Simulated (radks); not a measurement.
Initial-state core-level shifts of neutral thulium when its valence configuration changes from [Xe] 4f13 6s2. Method: scalar-relativistic Kohn-Sham, PBE, spin-polarised, spherical densities, finite nucleus; open shells are filled with parallel spins first (spin-orbit coupling, left out, can overturn this in heavy ions); Fermi nuclear charge, rms radius 5.2256 fm; computed with a radial shooting solver on a logarithmic mesh with Libxc functionals. Shifts are changes of the shell-averaged eigenvalues in eV (positive: less bound); the change of the density at the nucleus, which sets a Mossbauer isomer shift, is in e/bohr^3, on a base of 1.002e+06.

valence	1s	2p	3d	4p	density at nucleus
4f13 6p2	-2.753	-2.722	-2.686	-2.710	-67.6
4f11 5d2 6s2	-13.873	-14.779	-16.423	-15.526	+97.3
4f12 6s2 6p1	-9.787	-10.258	-10.923	-10.637	+62.9
4f13 5d0.5 6s1.5	+0.260	+0.283	+0.275	+0.283	-17.7
4f12 5d0.5 6s1.5 6p1	-8.790	-9.219	-9.905	-9.611	+35.1
4f12 5d1 6s2	-6.644	-7.046	-7.752	-7.446	+46.2
4f13.5 5d1 6s0.5	+2.732	+2.933	+3.158	+3.120	-63.9
4f13.5 6s0.5 6p1	+1.722	+1.912	+2.171	+2.108	-64.7
